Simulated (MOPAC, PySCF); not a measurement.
CH₅BO, SMILES `BOC`, neutral singlet in the gas phase. 

Z-matrix (Å, degrees):
```
O
B 1 1.3413
C 1 1.4247 2 122.77
H 3 1.0901 1 108.63 2 -120.85
H 3 1.0901 4 108.94 1 118.17
H 3 1.0920 4 109.72 5 120.13
H 2 1.1924 1 116.95 3 179.99
H 2 1.1992 7 122.75 1 180.00
```
Charge 0, spin multiplicity 1.

All levels are single points at this geometry (B3LYP-D3(BJ)/def2-TZVP); Pople sets use spherical d functions. Orbital energies aren't observables, and empty levels follow the basis.

```csv
level,HOMO (eV),LUMO (eV),gap (eV),dipole (D),"vertical IE, Delta-SCF (eV)"
B3LYP-D3(BJ)/def2-TZVP in PySCF,-8.37,-0.58,7.79,1.72,11.14
PBE-D3(BJ)/def2-TZVP in PySCF,-7.08,-1.32,5.76,1.75,10.78
B3LYP/6-31G* in PySCF,-8.13,0.06,8.19,1.81,11.02
M06-2X/6-31G* in PySCF,-9.83,1.33,11.16,1.77,–
HF/3-21G in PySCF,-12.05,4.03,16.08,2.12,–
AM1 in MOPAC,-10.96,2.29,13.25,1.43,–
```
